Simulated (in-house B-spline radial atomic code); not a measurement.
The numbers below are computed, except where a source is named.
## Weak and strong correlation along the adiabatic connection

Two-electron singlets in several external potentials (atomic units), by full CI in B-splines with partial waves to l = 8 (correlation energies up to 0.6 % small). The repulsion is scaled by λ at fixed density; W(λ) is the mean repulsion less the Hartree energy, W(0) = E_x, and the area under W from 0 to 1 is E_xc.

Relative drop (W(λ) − E_x)/E_x:

```json
{"system": "−Z exp(−kr)/r, Z = 8.46, k = 3.5", "λ = 0.12": "0.0026", "λ = 0.25": "0.0054", "λ = 0.4": "0.0085", "λ = 0.6": "0.0127", "λ = 0.8": "0.0168", "λ = 1": "0.0207"}
{"system": "ω²r²/2 − Z/r, ω = 3.24, Z = 2", "λ = 0.12": "0.0060", "λ = 0.25": "0.0123", "λ = 0.4": "0.0193", "λ = 0.6": "0.0283", "λ = 0.8": "0.0368", "λ = 1": "0.0450"}
{"system": "−Z/r, Z = 0.729, wall at 5.42 bohr", "λ = 0.12": "0.0264", "λ = 0.25": "0.0512", "λ = 0.4": "0.0758", "λ = 0.6": "0.1033", "λ = 0.8": "0.1261", "λ = 1": "0.1455"}
{"system": "ω²r²/2, ω = 0.606", "λ = 0.12": "0.0202", "λ = 0.25": "0.0399", "λ = 0.4": "0.0603", "λ = 0.6": "0.0841", "λ = 0.8": "0.1045", "λ = 1": "0.1224"}
{"system": "−V exp(−r²/w²), V = 1.39, w = 7.32", "λ = 0.12": "0.0354", "λ = 0.25": "0.0674", "λ = 0.4": "0.0978", "λ = 0.6": "0.1302", "λ = 0.8": "0.1557", "λ = 1": "0.1763"}
{"system": "−Z/r, Z = 2.25", "λ = 0.12": "0.0095", "λ = 0.25": "0.0193", "λ = 0.4": "0.0301", "λ = 0.6": "0.0435", "λ = 0.8": "0.0561", "λ = 1": "0.0678"}
{"system": "−Z/r, Z = 0.5, wall at 8 bohr", "λ = 0.12": "0.0407", "λ = 0.25": "0.0758", "λ = 0.4": "0.1081", "λ = 0.6": "0.1416", "λ = 0.8": "0.1674", "λ = 1": "0.1880"}
```

Task: Order the systems by how far second-order (GL2) theory, half the initial slope (estimated from the first points of each curve), overshoots the correlation energy, least first.
A. ω²r²/2 − Z/r, ω = 3.24, Z = 2
B. ω²r²/2, ω = 0.606
C. −Z/r, Z = 0.5, wall at 8 bohr
D. −Z exp(−kr)/r, Z = 8.46, k = 3.5
E. −V exp(−r²/w²), V = 1.39, w = 7.32
F. −Z/r, Z = 0.729, wall at 5.42 bohr
G. −Z/r, Z = 2.25

Result: D (GL2/E_c = 1.03), A (GL2/E_c = 1.08), G (GL2/E_c = 1.13), B (GL2/E_c = 1.28), F (GL2/E_c = 1.40), E (GL2/E_c = 1.52), C (GL2/E_c = 1.64).

Task: What else changes along this order?

Result: The ratio follows the bend of the curve. With it the leading natural occupation goes from 1.999 to 1.876 and −T_c/E_c from 0.97 to 0.62 between the first and the last.
